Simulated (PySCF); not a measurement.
A structure optimised at r2SCAN-D4/def2-TZVP, used in a PySCF frequency run:

```xyz
5

Mg     0.0000     0.0000     0.5019
Cl     0.0000     0.0000    -1.6844
N      0.0000     0.0000     2.3788
H      0.0000    -0.8111     2.9807
H      0.0000     0.8111     2.9807
```

Task: Write its SMILES, formula and point group.

Result: [NH2][Mg][Cl], ClH2MgN, C2v

Task: What are its rotational constants (standard atomic weights)?

Result: 381.04, 2.4897, 2.4735 GHz
